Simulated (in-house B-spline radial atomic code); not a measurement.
A calculation on Te7+ (an excited or competing configuration): its settings, and results tabulated from the run. Level of theory: scalar-relativistic (X2C) revTPSS, spin-polarised, spherical fractional occupations, Fermi nucleus of rms radius 4.7423 fm; calculated with a radial B-spline atomic code at the basis-set limit.

Command:
```bash
python run_scf.py task.json out
```
Settings (nuclear radius in fm, mass in u):
```
Z                52
configuration    [Ar] 3d9 4s2 4p6 4d10
hamiltonian      x2c
method           revtpss,revtpss
spin_polarised   True
nucleus          fermi
rms_radius       4.7423
atomic_mass      129.90622
speed_of_light   137.035999084
```

Output (hartree, bohr):
```
 radial grid: 66 intervals, B-splines of order 8, outer radius 13.5065 bohr

 iter        energy (Eh)    residual
    1       -6760.107922    8.23e-02
    2       -6760.111472    2.19e-03
    3       -6760.111503    8.00e-04
    4       -6760.111504    3.41e-04
    5       -6760.111504    5.30e-05
    6       -6760.111504    6.46e-06
    7       -6760.111504    2.83e-06
    8       -6760.111504    5.21e-08

 total energy                     -6760.11150
 kinetic                            7152.2670
 electron-nucleus                 -16236.8658
 Hartree                            2496.2631
 exchange-correlation               -171.7758

 orbital      occ     eigenvalue          <r>       <r^2>       <1/r>       r_max
 1s up      1.000     -1166.3832    0.0271996  0.00101244     58.3096     0.01722
 1s down    1.000     -1166.3825    0.0271995  0.00101244     58.3097     0.01722
 2s up      1.000      -183.2787     0.119252   0.0168318     13.2565      0.1012
 2s down    1.000      -183.2041     0.119219   0.0168225     13.2614      0.1012
 2p up      3.000      -165.0483     0.104462   0.0133343     12.2462     0.08092
 2p down    3.000      -164.9889     0.104428   0.0133252     12.2497      0.0809
 3s up      1.000       -40.1481     0.319429    0.116724     4.70486      0.2914
 3s down    1.000       -40.0440      0.31963    0.116874     4.70044      0.2914
 3p up      3.000       -34.2094     0.317133    0.116697     4.38764      0.2847
 3p down    3.000       -34.1030     0.317402    0.116899     4.38291      0.2848
 3d up      5.000       -25.3115     0.292953    0.101427     4.13222       0.236
 3d down    4.000       -25.1867     0.293357    0.101738      4.1279      0.2362
 4s up      1.000        -9.8225     0.748666    0.632404     1.88907      0.6909
 4s down    1.000        -9.8072      0.74947    0.633749     1.88648      0.6916
 4p up      3.000        -7.9311     0.796021      0.7202     1.72148      0.7235
 4p down    3.000        -7.9171     0.797051    0.722051     1.71893      0.7244
 4d up      5.000        -5.1308     0.897926    0.934027     1.46926      0.7775
 4d down    5.000        -5.1184     0.899828    0.937966     1.46633      0.7792
```

Run time, properties included: 0.17 s on 1 thread of Arm Neoverse V2, on a shared host.

One-electron X2C: radii and densities carry no picture-change correction, so inner-shell <1/r> comes out high (for 1s by about 2 % at Z = 33, 5 % at 54, 10 % at 75, 30 % at 118) and <r> low.
